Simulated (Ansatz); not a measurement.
C$_{2}$H$_{5}$NOSn (`C1=C[O][SnH2][NH]1`). Charge 0, multiplicity 1. Sn takes the def2 core potential. All single points use the PBE0-D4/def2-TZVP geometry.

```xyz
10

C    -1.141    0.371   -0.412
C    -1.142   -0.869    0.087
O    -0.018   -1.420    0.630
Sn    1.436   -0.073    0.452
N     0.023    1.167   -0.307
H    -2.031    0.816   -0.841
H    -2.017   -1.507    0.104
H     1.993    0.381    1.995
H     2.686   -0.603   -0.589
H     0.210    1.736   -1.119
```

(1) What is the dipole moment at B3LYP/def2-TZVPP? (An estimate is asked.)

(2) And with PBE, r2SCAN, ωB97M-V? (Estimate.)

(3) Give the Mulliken charges with B3LYP, ωB97M-V, PBE in def2-TZVPP. (Estimate.)

Results:

(1) Ansatz gave: 2.43 D, with components (1.74, 1.36, -1.01) D in this frame, pointing from negative to positive charge.

(2) Computed: PBE 2.33 D, r2SCAN 2.41 D, ωB97M-V 2.49 D.

(3) The calculation gave: 
```tsv
atom	B3LYP	ωB97M-V	PBE
C1	-0.07	-0.05	-0.08
C2	0.00	0.01	-0.02
O3	-0.53	-0.53	-0.45
Sn4	1.00	0.91	0.90
N5	-0.47	-0.46	-0.42
H6	0.10	0.09	0.08
H7	0.09	0.09	0.08
H8	-0.12	-0.08	-0.11
H9	-0.13	-0.09	-0.12
H10	0.13	0.11	0.14
```

B3LYP here is the variant with VWN-RPA as its local correlation; programs differ in this.
